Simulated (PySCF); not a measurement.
**Nuclear quadrupole coupling in `COc1nnn(C)c1C`**

Species: C₅H₉N₃O.
Structure used (GFN2-xTB), in Å, numbered top down from 1:
```xyz
18
C5H9N3O angstrom
C      3.2138    0.1078   -0.1894
O      1.9706    0.7705   -0.0701
C      0.9021   -0.0497   -0.0690
N      0.9602   -1.3883   -0.1748
N     -0.2376   -1.8613   -0.1328
N     -1.0899   -0.8572   -0.0032
C     -2.5010   -1.0788    0.0859
C     -0.4297    0.3295    0.0442
C     -1.0834    1.6513    0.1815
H      3.9734    0.8850   -0.1374
H      3.3477   -0.6120    0.6216
H      3.2791   -0.4250   -1.1413
H     -2.8778   -0.7533    1.0576
H     -2.6737   -2.1464   -0.0313
H     -3.0243   -0.5313   -0.6996
H     -0.3171    2.4201    0.2229
H     -1.6830    1.6960    1.0914
H     -1.7383    1.8494   -0.6680
```

Field gradients from the PBE0/pcSseg-1 density (PySCF, non-relativistic), principal values in atomic units, ordered |Vxx| ≤ |Vyy| ≤ |Vzz|:

```json
{"atom": "O2", "Vxx": "-0.1656", "Vyy": "-1.7721", "Vzz": "1.9377"}
{"atom": "N4", "Vxx": "0.3414", "Vyy": "0.6447", "Vzz": "-0.9861"}
{"atom": "N5", "Vxx": "0.0819", "Vyy": "0.8680", "Vzz": "-0.9499"}
{"atom": "N6", "Vxx": "0.2147", "Vyy": "0.4021", "Vzz": "-0.6167"}
```

Q: Find the asymmetry η = (Vxx − Vyy)/Vzz and the couplings χ = eQV/h (234.96 MHz × Q in barn × V in au), with Q(17O) = −0.0256 b, Q(14N) = 0.02044 b.

A: 
```csv
atom,environment,nucleus,η,χzz (MHz),χxx (MHz),χyy (MHz)
O2,aryl ether oxygen,17O,0.83,-11.66,1.00,10.66
N4,pyridine-type nitrogen,14N,0.31,-4.736,1.640,3.096
N5,pyridine-type nitrogen,14N,0.83,-4.562,0.393,4.169
N6,pyrrole-type nitrogen,14N,0.30,-2.962,1.031,1.931
```

The tensor is traceless: Vxx + Vyy + Vzz = 0.

Q: What is Vzz at N5 in SI units (1 au = 9.71736 × 10²¹ V/m²)?

A: -0.9499 au = -9.231 × 10²¹ V/m².

Q: And the gradient at the other heavy atoms, for which no coupling is worked out here?

A: 
```csv
atom,environment,Vzz (au),η
C1,methoxy carbon,0.463,0.02
C3,aromatic carbon bearing oxygen,-0.172,0.69
C7,N-methyl carbon,0.331,0.17
C8,substituted aromatic carbon,0.166,0.83
C9,benzylic-type carbon,0.100,0.44
```

Q: What couplings would deuterons (Q(2H) = 0.00286 b) have in place of the hydrogens, at this geometry?

A: 
| atom | bonded to | bond length (Å) | Vzz (au) | η | χzz (kHz) |
| --- | --- | --- | --- | --- | --- |
| H10 | C1 | 1.088 | 0.3062 | 0.08 | 206 |
| H11 | C1 | 1.093 | 0.2937 | 0.10 | 197 |
| H12 | C1 | 1.093 | 0.2940 | 0.10 | 198 |
| H13 | C7 | 1.092 | 0.2988 | 0.07 | 201 |
| H14 | C7 | 1.088 | 0.3032 | 0.06 | 204 |
| H15 | C7 | 1.091 | 0.2998 | 0.07 | 201 |
| H16 | C9 | 1.086 | 0.3127 | 0.03 | 210 |
| H17 | C9 | 1.091 | 0.3082 | 0.02 | 207 |
| H18 | C9 | 1.091 | 0.3079 | 0.02 | 207 |

One conformer (not necessarily the lowest) at the GFN2-xTB geometry, without solvent, vibrations or thermal averaging. GFN2-xTB bond lengths can be off by several hundredths of an ångström, more for odd bonds, and the gradients follow them. These gradients aren't converged with respect to the basis.
